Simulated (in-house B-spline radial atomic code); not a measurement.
Atomic self-consistent-field run: Ca+. Method: non-relativistic r2SCAN, spin-polarised, spherical fractional occupations, point nucleus, inside a hard spherical wall at 4.36 bohr. Calculated with a radial B-spline atomic code at the basis-set limit.

Command:
```bash
python run_scf.py task.json out
```
Settings:
```
Z                20
configuration    [Ar] 4p1
hamiltonian      nr
method           r2scan
spin_polarised   True
wall_radius      4.36
```

Output (hartree, bohr):
```
 radial grid: 40 intervals, B-splines of order 8, outer radius 4.36 bohr

 iter        energy (Eh)    residual
    1        -676.876304    3.98e-02
    2        -676.879844    1.44e-03
    3        -676.879862    6.90e-04
    4        -676.879867    3.76e-04
    5        -676.879869    3.74e-05
    6        -676.879869    8.56e-06
    7        -676.879869    2.58e-06
    8        -676.879869    3.48e-07
    9        -676.879869    1.68e-08

 total energy                      -676.87987
 kinetic                             677.5888
 electron-nucleus                  -1600.8696
 Hartree                             282.3412
 exchange-correlation                -35.9403

 orbital      occ     eigenvalue          <r>       <r^2>       <1/r>       <r^4>       r_max
 1s up      1.000      -145.1383    0.0773869  0.00804392     19.5318 0.000166378     0.05082
 1s down    1.000      -145.1335    0.0773848  0.00804344     19.5322 0.000166359     0.05082
 2s up      1.000       -15.4759     0.365618    0.158271     4.02375   0.0444915      0.3017
 2s down    1.000       -15.4735      0.36559    0.158226      4.0235    0.044441      0.3017
 2p up      3.000       -12.5911     0.328277    0.133266     3.93715   0.0370377      0.2476
 2p down    3.000       -12.5861     0.328276    0.133245     3.93681   0.0370012      0.2477
 3s up      1.000        -1.9436      1.16401     1.56253     1.19474     3.97348      0.9994
 3s down    1.000        -1.9341      1.16843     1.57359     1.18906     4.00787       1.002
 3p up      3.000        -1.2280      1.27496      1.9128     1.06847     6.36019       1.052
 3p down    3.000        -1.2181      1.27212     1.89686     1.06757     6.13574       1.055
 4p up      1.000         0.1133       2.6286     7.61529    0.518441     72.6248       2.851
```

Run time, properties included: 0.06 s on 1 thread of Arm Neoverse V2 (shared host).
